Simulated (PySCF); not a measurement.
# Two-component Hartree-Fock for O (oxygen, neutral)

Start: [He] 2s2 2p4; 2p1/2 filled at m_j = -1/2, +1/2; 2p3/2 filled at m_j = +1/2, +3/2. Calculated with PySCF 2.14 in x2c-TZVPall-2c with one added diffuse shell each of s, p, d type (6s4p3d1f, 40 functions): generalised Hartree-Fock with the X2C-1e Hamiltonian and a Gaussian nucleus; one run each with spin-orbit coupling (SO) switched off, then screened by Boettger's factors.

```csv
spinor shell,electrons,"ε, spin-free (eV)","ε, screened SO (eV)",weight of nominal j (screened SO),"rms radius, screened SO (bohr)"
1s1/2,2,-562.85,-562.84,1.000,0.230
2s1/2,2,-33.955,-33.952,1.000,1.26
2p3/2,2,-17.322,-18.664,0.832,1.37
2p1/2,2,-17.322,-15.981,0.669,1.45
```

```
   quantity  spin-free  screened SO
E (hartree)  -74.86444    -74.86481
        M_J          2            2
       ⟨J²⟩      6.014        6.014
       ⟨L²⟩      2.004        2.004
       ⟨S²⟩      2.010        2.010
```

Each row is a mean over spinors that exchange with the open shell spreads, by up to 9.364 eV (2s1/2).

Rows whose weight is well below 1 are mixtures of j = l ± 1/2: exchange outweighs spin-orbit coupling there, and the label is only the starting occupation.

Without spin-orbit coupling the j labels of p, d and f shells carry no meaning; the spin-free column gives the mean over the occupied spinors of each nl shell.
